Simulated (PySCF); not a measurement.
# Energy of Tc (technetium, neutral) between two integer charges

The 5s beta orbital of [Kr] 4d5 5s2 is emptied in steps (occupation f), with all orbitals relaxed, ending at [Kr] 4d5 5s1. Computed with PySCF 2.14 in x2c-TZVPall (8s6p6d1f, 63 functions), with the spin-free X2C one-electron Hamiltonian (Gaussian nucleus). The exact energy is a straight line in f; departures are measured from the line between the end points of the same method.

| f | CAM-B3LYP (eV) |
| --- | --- |
| 1 | 0.000 |
| 0.75 | -0.226 |
| 0.5 | -0.310 |
| 0.25 | -0.241 |
| 0 | 0.000 |

Task: For CAM-B3LYP, how does the orbital energy at f = 1 compare with the removal energy?

Result: −ε = 6.029 eV against a total-energy difference of 7.205 eV. By Janak's theorem ε = ∂E/∂f, so the gap between them reflects the curvature. Along the path −ε is 6.580 (f = 0.75), 7.165 (f = 0.5), 7.807 (f = 0.25) eV.

Reference removal energy between the ground levels: 7.119 eV (measured; NIST Atomic Spectra Database, ionization energies).
